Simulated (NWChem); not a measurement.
Molecule: BH, singlet; SMILES [BH]

```xyz
2

B      0.0000     0.0000     0.2379
H      0.0000     0.0000    -1.0144
```
Atoms are numbered in this order, from 1.

Low-valent species are run as closed-shell singlets; no triplet was tried in these runs. Structure relaxed at the PBE0/def2-SVP level.

**Question.** Give the principal values of the shielding tensors (ppm) of B1 from PBE0/pcSseg-2, GIAO (NWChem), with their diamagnetic and paramagnetic parts as GIAO splits them.

**Answer.** 
```
atom     σ11     σ22    σ33  isotropic  diamagnetic  paramagnetic
----  ------  ------  -----  ---------  -----------  ------------
B1    -507.9  -507.9  199.4     -272.2        194.4        -466.6
```
